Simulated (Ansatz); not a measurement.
Ideal-gas functions of Cl$_{2}$ISi, SMILES `Cl[Si](Cl)I` radical at 600 K and 1 bar, from an Ansatz frequency run at PBE0-D4/def2-TZVP.

Molar mass 225.9 g/mol, point group Cs (symmetry number 1), electronic degeneracy 2, moments of inertia 207.204, 539.301, 723.363 u Å². Harmonic wavenumbers (cm⁻¹, unscaled): 117, 132, 204, 348, 528, 578.

Use S(trans) = R[1.5 ln M + 2.5 ln T − 1.1517]; rotational temperatures θ = 24.2544 K / I; S(rot) = R[ln(√π/σ · √(T³/θAθBθC)) + 1.5]; for each mode x = 1.438777 ν̃/T, S = R[x/(eˣ − 1) − ln(1 − e⁻ˣ)] and H = RT x/(eˣ − 1); 1 cm⁻¹ = 0.0119627 kJ/mol; R = 8.31446 J/(mol·K).

Q: By hand: the entropy, in J/(mol·K).

A: Translation 191.0. Rotation: θ = 0.1171, 0.045, 0.0335 K, giving 132.9. Vibration, mode by mode: 18.91, 17.91, 14.34, 10.06, 6.89, 6.24, in all 74.3. Electronic 5.8. Sum 404.0 J/(mol·K).

Q: By hand: H − E and G − E in kJ/mol, counted from the electronic energy.

A: Zero-point energy ½ × 1907 × 0.0119627 = 11.4; thermal vibration 20.4; translation, rotation and pV give 4 RT = 20.0. H − E = 51.8 kJ/mol, and G − E = 51.8 − 600 × 404.0/1000 = -190.6 kJ/mol.

Vibration gives 18 % of the entropy, 36.8 J/(mol·K) of it from the modes under 150 cm⁻¹: soft modes count most, and the harmonic formula is weakest for them.
